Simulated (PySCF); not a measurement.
## Correlation energy of Fe⁺ (iron, charge +1)

[Ar] 3d6 4s1, high-spin 6D determinant. All numbers are calculated (PySCF 2.14, the non-relativistic Hamiltonian (point nucleus), in def2-QZVPPD (11s6p5d4f2g, 100 functions)). Frozen: [Ar]; 7 electrons correlated.

```csv
level,correlation energy (mhartree)
CCSD,-153.26
(T),-3.57
CCSD(T),-156.83
```

Diagnostics: T1 = 0.011, D1 = 0.0263, largest double amplitude 0.018.

Q: Is a single reference adequate?

A: Yes: T1 lies below 0.03 and no double amplitude reaches 0.07.
